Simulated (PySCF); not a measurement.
# Computed beside measured shifts: (2-Hydroxy-3,3-dimethylbutyl)methylphenylphosphine sulfide (C13H21OPS)

System: (2-Hydroxy-3,3-dimethylbutyl)methylphenylphosphine sulfide (C13H21OPS), SMILES CC(C)(C)[C@H](O)C[P@@](C)(=S)c1ccccc1.

Atom-mapped SMILES (hydrogens are numbered by the atom that bears them): [CH3:1][C:2]([CH3:3])([CH3:4])[C@H:5]([OH:6])[CH2:7][P@@:8]([CH3:9])(=[S:10])[c:11]1[cH:12][cH:13][cH:14][cH:15][cH:16]1

Computed with GIAO KT3/pcSseg-2, gas phase, PySCF SCF with an in-house response code, fitting set def2-universal-JFIT, grid level 2, non-relativistic, geometry: PBE0-D3(BJ)/def2-SVP.

One optimised conformer. Values are averaged over the atoms that symmetry or fast rotation interchanges, on this one geometry and without vibrational averaging. Shifts are the reference shielding less the shielding here, at the same level (13C, 1H against isolated TMS; 17O against isolated H2O; 31P against isolated H3PO4; 33S against isolated CS2); nuclei without a reference have shieldings only.

(1) What shifts does this level give for P8, and how do they compare with measurement?

Answers

(1) 
```csv
atom,nucleus,computed / ppm,measured / ppm,computed less measured,measured against,medium of the measurement
P8,31P,23.6,38.08,-14.5,85 % H3PO4,CDCl3
```

Computed 19F and 31P shifts carry an offset from the reference molecule (CFCl3 is hard for DFT, lone H3PO4 or PH3 isn't the 85 % acid), so differences between compounds are more accurate than the values.

Measured values:  License and Terms: This is a supporting information file under the terms of the Creative Commons Attribution .
